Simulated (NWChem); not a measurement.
CHO₂ cation; SMILES [OH+]=C=O

Computed with NWChem. Coordinates come from a PBE-D3(BJ)/def2-SVP optimisation. Level SCAN/def2-SVP: energy and gradient on several grids; changes count from the extra-fine grid, which is no exact limit either.

```csv
grid,size of the energy change (μHa),largest change of a gradient component (μHa/bohr)
xcoarse,3000,10000
coarse,3000,1000
medium,4000,3000
fine,1000,2000
xfine,< 10,< 30
```
